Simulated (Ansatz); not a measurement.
Calculated with Ansatz (gas phase, PBE0-D4/def2-TZVP geometries, no zero-point term in ΔE). CCSD(T)/CBS adds triple-zeta CCSD(T) − MP2 to the extrapolated MP2 energy (def2 sets, frozen cores). Functionals use def2-TZVPP. Each species was taken in one conformer, which may not be the lowest.

Consider the isomerisation: `C[SiH2]O[SiH2]O` → `O[SiH2]C[SiH2]O`.

```csv
level,ΔE (kJ/mol)
ωB97X-V,107.7
PBE0,101.7
HF/CBS(def2),137.2
MP2/CBS(def2),109.0
```

Problem. What does CCSD(T)/CBS give? (Estimate.)

Solution. The calculation gave: +108.8 kJ/mol. The listed levels differ from it by -1.1, -7.1, 28.4, 0.2 kJ/mol.

Largest T1 diagnostic among the species: 0.011.

From PBE to PBE0 (25 % exact exchange), in def2-TZVPP and without D4, ΔE moves by +4.3 kJ/mol. The D4 term adds −3.8 kJ/mol with B3LYP and −1.7 kJ/mol with PBE0; it sums over pairs of atoms, weighted by their polarisabilities, and B3LYP, whose exchange is more repulsive, gets the larger term. In def2-TZVPP, CCSD(T) changes the Hartree–Fock value by −25.8 kJ/mol (the triples alone add −3.7 kJ/mol) and MP2 by −25.6 kJ/mol.

CCSD(T)/CBS has its own doubt, a few kJ/mol and more with outer-core shells, so smaller differences from it don't rank the levels.

B3LYP here is the variant with VWN-RPA as its local correlation; programs differ in this.
